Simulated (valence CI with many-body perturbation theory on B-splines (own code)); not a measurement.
The numbers below are computed, except where a source is named.
# Re LXII: what the settings do

Method: relativistic CI+MBPT: four valence electrons over a frozen Dirac-Fock core [Ne], radial functions for each j: 6 s, 6 p, 5 d, 3 f, 1 g, with the one-electron correlation potential Σ1 (screened to all orders), the two-electron term Σ2, the three-electron term Σ3, Breit, model QED; selected single and double excitations, second order for the rest, scaled by the run's own slope (own B-spline code, finite nucleus).

No measured spectrum was set against this ion. As an estimate, large intervals hold to a few tenths of a per cent, small ones and those within an open d or f shell to about a per cent.

The reference run has the lowest level (3s^2 3p1/2^2) J=0 and an ionisation energy of 6811.54 eV. Its largest variational space holds 9997 state functions.

Levels are named by their leading jj configuration (3d3/2^4 stands for four electrons in 3d with j = 3/2), which in mixed levels can hold well under half, so a name can repeat and another be missing.

Changed runs:
A. correlating orbitals by l 3 3 3 2 1 → 2 5 4 3 0
B. natural orbitals for correlation on → off; scale of Σ1 1 → 0; scale of Σ2 1 → 0; three-electron term on → off
C. averaging of valence orbitals over low configurations on → off
D. correlating orbitals by l 3 3 3 2 1 → 0 0 0 0 0 (bad on purpose)

Excitation energies of the reference run in cm⁻¹, and shifts in cm⁻¹:

```
                 Level  Reference      A      B        C      D
(3s^2 3p1/2 3p3/2) J=1    2995990   -119  -3746      +11  -1052
(3s^2 3p1/2 3p3/2) J=2    3072430   +102  -2883     +5.4   -235
(3s 3p1/2^2 3p3/2) J=2    4386910   -207  -1429     +4.7  -1100
(3s 3p1/2^2 3p3/2) J=1    4612700    -31  +1563      +27   +148
(3s^2 3p1/2 3d3/2) J=2    4802620   +160  +1579     +161   +285
(3s^2 3p1/2 3d3/2) J=1    5164290   +824  +9330     +146  +2444
(3s^2 3p1/2 3d5/2) J=2    5660740   +303  +3287     +177   +558
(3s^2 3p1/2 3d5/2) J=3    5670660   +537  +2731     +197  +1217
    (3s^2 3p3/2^2) J=2    6126220    -17  -6320      +11  -1054
(3s 3p1/2^2 3d3/2) J=1    6228130    -10  +4765     +160   +323
(3s 3p1/2^2 3d3/2) J=2    6289390   +216  +5501     +156   +796
    (3s^2 3p3/2^2) J=0    6294220   +111  -4948     +0.4    -16
Ionisation energy (eV)    6811.54  -0.05  -1.47  +0.0013  -0.53
```
